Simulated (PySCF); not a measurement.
## AsO⁻: from constants to spectrum

ROHF-CCSD(T) constants of AsO⁻, ³Σ⁻ (triplet), unpaired electrons π ↑↑ (PySCF, no relativity, basis sets As def2-TZVPPD, O def2-TZVPPD; masses 74.9216 and 15.9949 u):

| Quantity | Value |
| --- | --- |
| ωe | 819.4 cm⁻¹ |
| ωexe | 3.85 cm⁻¹ |
| Be | 0.4408 cm⁻¹ |
| αe | 0.00308 cm⁻¹ |
| D (centrifugal) | 5.1e-07 cm⁻¹ |

Q: Give the vibrational terms G(v) and spacings up to v = 6.

A: G(v) = ωe(v+½) − ωexe(v+½)².

| v | G(v) (cm⁻¹) | G(v) − G(v−1) | Bv (cm⁻¹) |
| --- | --- | --- | --- |
| 0 | 408.7 |  | 0.4393 |
| 1 | 1220.4 | 811.7 | 0.4362 |
| 2 | 2024.4 | 804.0 | 0.4331 |
| 3 | 2820.7 | 796.3 | 0.4300 |
| 4 | 3609.3 | 788.6 | 0.4269 |
| 5 | 4390.2 | 780.9 | 0.4239 |
| 6 | 5163.4 | 773.2 | 0.4208 |

Correlated steps freeze 10 core orbitals. Spin–orbit coupling is left out. The state is the lowest determinant that a PBE0 search found; another state may lie lower at other levels.
